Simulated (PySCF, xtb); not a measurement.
F3Ge, SMILES [F][Ge]([F])[F], multiplicity 2.

Harmonic wavenumbers (cm⁻¹) from xtb 6.7.1 with GFN2-xTB at its own minimum, in rising order: 108, 108, 140, 338, 358, 359.

**Question.** What does PBE0-D3(BJ)/def2-SVP run with PySCF give at its own minimum? (Estimate from the structure and the level; the computed values follow.)

**Answer.** 209, 209, 264, 698, 740, 740. Paired by order, the mean absolute difference is 242 cm⁻¹ and the zero-point energies are 2.0 and 4.1 kcal/mol.
